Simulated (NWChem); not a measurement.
System: BeSiH4Se; SMILES [SiH3][Be][SeH]

NWChem printed, in part:

```
             Northwest Computational Chemistry Package (NWChem) 7.3.0
             --------------------------------------------------------

 C1  symmetry detected

                             Geometry "geometry" -> ""
                             -------------------------

 Output coordinates in angstroms (scale by  1.889725989 to convert to a.u.)

  No.       Tag          Charge          X              Y              Z
 ---- ---------------- ---------- -------------- -------------- --------------
    1 Be                   4.0000    -0.01748903    -0.58426887     0.00572420
    2 Se                  34.0000    -0.03324559     1.45778583    -0.00001105
    3 H                    1.0000     1.44162631     1.45802731    -0.00054615
    4 Si                  14.0000    -0.01458417    -2.76505309     0.00005248
    5 H                    1.0000    -1.19149262    -3.32003385    -0.74636551
    6 H                    1.0000    -0.06179641    -3.34133069     1.38355676
    7 H                    1.0000     1.21614745    -3.31356237    -0.65990103

 Effective nuclear repulsion energy (a.u.)     151.8649678469

                                 NWChem DFT Module
                                 -----------------

 Summary of "ao basis" -> "ao basis" (spherical)
 ------------------------------------------------------------------------------
       Tag                 Description            Shells   Functions and Types
 ---------------- ------------------------------  ------  ---------------------
 Be                         pcseg-1                  5        9   3s2p
 Se                         pcseg-1                 11       27   5s4p2d
 H                          pcseg-1                  3        5   2s1p
 Si                         pcseg-1                  8       18   4s3p1d

            General Information
            -------------------
          SCF calculation type: DFT
          Wavefunction type:  closed shell.
          No. of atoms     :     7
          No. of electrons :    56
           Alpha electrons :    28
            Beta electrons :    28
          Charge           :     0
          Spin multiplicity:     1
          Use of symmetry is: off; symmetry adaption is: off
          Maximum number of iterations: 150
          AO basis - number of functions:    74
                     number of shells:    36
          Convergence on energy requested:  1.00D-06
          Convergence on density requested:  1.00D-05
          Convergence on gradient requested:  5.00D-04

              XC Information
              --------------
                         PBE0 Method XC Functional
                     Hartree-Fock (Exact) Exchange  0.250
          PerdewBurkeErnzerhof Exchange Functional  0.750
            Perdew 1991 LDA Correlation Functional  1.000 local
           PerdewBurkeErnz. Correlation Functional  1.000 non-local

             Grid Information
             ----------------
          Grid used for XC integration:  medium
          Radial quadrature: Mura-Knowles
          Angular quadrature: Lebedev.
          Tag              B.-S. Rad. Rad. Pts. Rad. Cut. Ang. Pts.
          ---              ---------- --------- --------- ---------
          Be                  1.05       49          10.0       434
          Se                  1.15      112          13.0       590
          H                   0.35       45          13.0       434
          Si                  1.10       88          12.0       590
          Grid pruning is: on
          Number of quadrature shells:   429
          Spatial weights used:  Erf1

      Superposition of Atomic Density Guess
      -------------------------------------

 Sum of atomic energies:       -2704.86585186

      Non-variational initial energy
      ------------------------------

 Total energy =   -2705.645198
 1-e energy   =   -4066.490511
 2-e energy   =    1208.980345
 HOMO         =      -0.300438
 LUMO         =       0.018216

     ---------------------------------------------
      Total Density - Mulliken Population Analysis
     ---------------------------------------------

    Atom       Charge   Shell Charges
 -----------   ------   -------------------------------------------------------
    1 Be   4     3.36   2.00  0.65  0.31  0.30  0.10
    2 Se  34    34.78   2.00  2.00  2.00  1.14  0.77  6.00  5.99  1.96  2.88 10.01  0.03
    3 H    1     0.74   0.57  0.16  0.02
    4 Si  14    13.91   2.00  2.00  0.95  0.44  5.99  2.04  0.42  0.07
    5 H    1     1.07   0.71  0.35  0.01
    6 H    1     1.07   0.71  0.35  0.01
    7 H    1     1.07   0.71  0.35  0.01

   convergence    iter        energy       DeltaE   RMS-Dens  Diis-err
 ---------------- ----- ----------------- --------- --------- ---------
 d= 0,ls=0.0,diis     1  -2707.4432453985 -2.86D+03  1.07D-02  2.25D-01
 d= 0,ls=0.0,diis     2  -2707.4645073914 -2.13D-02  5.93D-03  9.12D-02
 d= 0,ls=0.0,diis     3  -2707.4804330250 -1.59D-02  1.80D-03  1.33D-02
 d= 0,ls=0.0,diis     4  -2707.4830349989 -2.60D-03  2.84D-04  1.98D-04
 d= 0,ls=0.0,diis     5  -2707.4830699526 -3.50D-05  5.89D-05  1.07D-05
  Resetting Diis
 d= 0,ls=0.0,diis     6  -2707.4830720187 -2.07D-06  1.55D-05  9.32D-07
 d= 0,ls=0.0,diis     7  -2707.4830722264 -2.08D-07  3.32D-06  1.18D-08

         Total DFT energy =    -2707.483072226417
      One electron energy =    -4069.672065606221
           Coulomb energy =     1322.283904385890
    Exchange-Corr. energy =     -111.959878852991
 Nuclear repulsion energy =      151.864967846904

 Numeric. integr. density =       56.000022311371

                       DFT Final Molecular Orbital Analysis
                       ------------------------------------

 Vector   26  Occ=2.000000D+00  E=-3.465942D-01
              MO Center=  2.8D-02,  6.7D-01, -1.1D-02, r^2= 3.8D+00
   Bfn.  Coefficient  Atom+Function         Bfn.  Coefficient  Atom+Function
  ----- ------------  ---------------      ----- ------------  ---------------
    25      0.429625  2 Se py                22      0.364740  2 Se py
     2     -0.273261  1 Be s                 19     -0.245747  2 Se py
    13      0.241086  2 Se s                 12     -0.184236  2 Se s
    50     -0.162949  4 Si py                 1      0.149792  1 Be s
    24     -0.114855  2 Se px                21     -0.110627  2 Se px

 Vector   27  Occ=2.000000D+00  E=-2.944457D-01
              MO Center= -2.7D-02, -1.5D+00,  1.1D-03, r^2= 4.1D+00
   Bfn.  Coefficient  Atom+Function         Bfn.  Coefficient  Atom+Function
  ----- ------------  ---------------      ----- ------------  ---------------
    50      0.461382  4 Si py                25      0.265217  2 Se py
     5     -0.252854  1 Be py                22      0.226732  2 Se py
     2      0.187749  1 Be s                 47     -0.172919  4 Si py
    19     -0.148781  2 Se py                45      0.146454  4 Si s
    60     -0.118259  5 H  s                  3      0.117007  1 Be s

 Vector   28  Occ=2.000000D+00  E=-2.736633D-01
              MO Center= -4.5D-03,  1.2D+00,  3.6D-03, r^2= 2.1D+00
   Bfn.  Coefficient  Atom+Function         Bfn.  Coefficient  Atom+Function
  ----- ------------  ---------------      ----- ------------  ---------------
    26      0.590769  2 Se pz                23      0.475400  2 Se pz
    20     -0.314282  2 Se pz                 9      0.119535  1 Be pz
     6      0.109060  1 Be pz                17      0.102754  2 Se pz
    33     -0.041789  2 Se d -1              65     -0.034820  6 H  s

 Vector   29  Occ=0.000000D+00  E=-5.673863D-02
              MO Center= -1.5D-02, -7.1D-01,  8.0D-03, r^2= 4.2D+00
   Bfn.  Coefficient  Atom+Function         Bfn.  Coefficient  Atom+Function
  ----- ------------  ---------------      ----- ------------  ---------------
     7      0.679338  1 Be px                38     -0.360380  3 H  s
     4      0.348281  1 Be px                71     -0.306706  7 H  s
    61      0.274223  5 H  s                 52      0.205974  4 Si px
    14      0.199445  2 Se s                 37     -0.172974  3 H  s
    70     -0.120230  7 H  s                 60      0.113935  5 H  s

 Vector   30  Occ=0.000000D+00  E=-3.929367D-02
              MO Center= -1.2D-02, -8.5D-01, -1.3D-02, r^2= 4.6D+00
   Bfn.  Coefficient  Atom+Function         Bfn.  Coefficient  Atom+Function
  ----- ------------  ---------------      ----- ------------  ---------------
     9      0.629136  1 Be pz                66     -0.458155  6 H  s
    54      0.365617  4 Si pz                26     -0.360387  2 Se pz
     6      0.338855  1 Be pz                61      0.246903  5 H  s
    71      0.210865  7 H  s                 23     -0.168790  2 Se pz
    65     -0.149042  6 H  s                 51      0.130105  4 Si pz

 Vector   31  Occ=0.000000D+00  E=-1.192815D-04
              MO Center=  6.8D-01,  2.3D-01,  1.1D-03, r^2= 6.7D+00
   Bfn.  Coefficient  Atom+Function         Bfn.  Coefficient  Atom+Function
  ----- ------------  ---------------      ----- ------------  ---------------
     3      1.352146  1 Be s                 45     -0.971231  4 Si s
    38      0.874300  3 H  s                 14     -0.814746  2 Se s
    24     -0.649286  2 Se px                53     -0.406950  4 Si py
    61      0.373346  5 H  s                 25      0.273899  2 Se py
    13     -0.254315  2 Se s                 52      0.234722  4 Si px

     ---------------------------------------------
      Total Density - Mulliken Population Analysis
     ---------------------------------------------

[...]
```

Level: PBE0/pcseg-1. Geometry: optimised at PBE0/def2-SVP.

### Question
Write an input that gives this output.

### Answer
This is not unique; one that fits is the input that was run:
```
start job
memory heap 200 mb stack 900 mb global 1100 mb
geometry units angstroms noautoz
  Be     0.004769    -0.583943     0.003845
  Se    -0.063987     1.456990    -0.007717
  H      1.378642     1.496170     0.296477
  Si     0.067016    -2.763847     0.001774
  H     -0.915075    -3.346545    -0.970963
  H     -0.249559    -3.347012     1.346433
  H      1.421727    -3.276880    -0.388939
end
basis spherical
  Be library pcseg-1
  Se library pcseg-1
  H library pcseg-1
  Si library pcseg-1
end
dft
  xc pbe0
  iterations 150
  mulliken
end
task dft energy
```
